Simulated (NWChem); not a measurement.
System meant: CH$_{6}$FNSi; SMILES F[SiH](C)N

Here is an NWChem input.

```
start job
memory heap 200 mb stack 900 mb global 1100 mb
geometry units angstroms noautosym nocenter noautoz
  Si     0.071391    -0.052616    -0.325690
  C      0.035796     1.736098     0.183051
  N     -1.428852    -0.796505     0.036598
  F      1.331951    -0.737354     0.464591
  H      0.348435    -0.273626    -1.770955
  H     -0.745347     2.286587    -0.362498
  H     -0.165508     1.831301     1.262084
  H      1.005331     2.217185    -0.016675
  H     -1.886888    -0.640366     0.927395
  H     -1.653111    -1.714031    -0.331187
end
basis spherical
  Si library def2-svp
  C library def2-svp
  N library def2-svp
  F library def2-svp
  H library def2-svp
end
dft
  xc m06-l
  iterations 150
end
property
  shielding
end
task dft property
```

End of the output:

```
 Vector   24  Occ=0.000000D+00  E= 7.922129D-02
              MO Center=  2.1D-01,  1.2D+00,  4.9D-02, r^2= 4.9D+00
   Bfn.  Coefficient  Atom+Function         Bfn.  Coefficient  Atom+Function
  ----- ------------  ---------------      ----- ------------  ---------------
    21      2.014942   2 C  s                72     -0.878089   7 H  s
    67     -0.870034   6 H  s                 4     -0.697034   1 Si s
    11     -0.634943   1 Si px               77     -0.456144   8 H  s
    12     -0.415960   1 Si py               49      0.306108   4 F  s
    35     -0.300024   3 N  s                20      0.239024   2 C  s

 center of mass
 --------------
 x =   0.11005088 y =  -0.04937686 z =   0.05092627

 moments of inertia (a.u.)
 ------------------
         306.276975363793          -7.997739981007         -30.495004705594
          -7.997739981007         298.407438341686           2.318208204743
         -30.495004705594           2.318208204743         509.637131927488

     Multipole analysis of the density
     ---------------------------------

     L   x y z        total         alpha         beta         nuclear
     -   - - -        -----         -----         ----         -------
     0   0 0 0     -0.000000    -21.000000    -21.000000     42.000000

     1   1 0 0     -0.729554     -0.461868     -0.461868      0.194183
     1   0 1 0      0.112175     -1.054403     -1.054403      2.220982
     1   0 0 1      0.112649     -0.590259     -0.590259      1.293168

     2   2 0 0    -24.112646    -80.523203    -80.523203    136.933760
     2   1 1 0      2.625800     -5.143360     -5.143360     12.912519
     2   1 0 1     -1.907484     -6.564116     -6.564116     11.220748
     2   0 2 0    -21.663974    -90.070387    -90.070387    158.476801
     2   0 1 1      0.514875     -1.105433     -1.105433      2.725740
     2   0 0 2    -23.209896    -28.511487    -28.511487     33.813078

          -----------------------------------------
          Chemical Shielding Tensors (GIAO, in ppm)
          -----------------------------------------

 ------------------------------------------------------------------------
  xm06: d2 not coded                    0
 ------------------------------------------------------------------------
 ------------------------------------------------------------------------
  current input line :
    29: task dft property
 ------------------------------------------------------------------------
 ------------------------------------------------------------------------
 This error has not yet been assigned to a category
 ------------------------------------------------------------------------
 For more information see the NWChem manual at https://nwchemgit.github.io

0: xm06: d2 not coded:Received an Error in Communication
```

Question: Find the fault in this run and fix the input.

Answer: The program stopped with an error. Cause: this functional's second derivatives, which shieldings need, aren't coded here; the fix takes a hybrid GGA instead. This input runs:
```
start job
memory heap 200 mb stack 900 mb global 1100 mb
geometry units angstroms noautosym nocenter noautoz
  Si     0.071391    -0.052616    -0.325690
  C      0.035796     1.736098     0.183051
  N     -1.428852    -0.796505     0.036598
  F      1.331951    -0.737354     0.464591
  H      0.348435    -0.273626    -1.770955
  H     -0.745347     2.286587    -0.362498
  H     -0.165508     1.831301     1.262084
  H      1.005331     2.217185    -0.016675
  H     -1.886888    -0.640366     0.927395
  H     -1.653111    -1.714031    -0.331187
end
basis spherical
  * library def2-svp
end
dft
  xc pbe0
  iterations 150
end
property
  shielding
end
task dft property
```
It converges to -485.33269 Ha (PBE0/def2-SVP, GIAO).
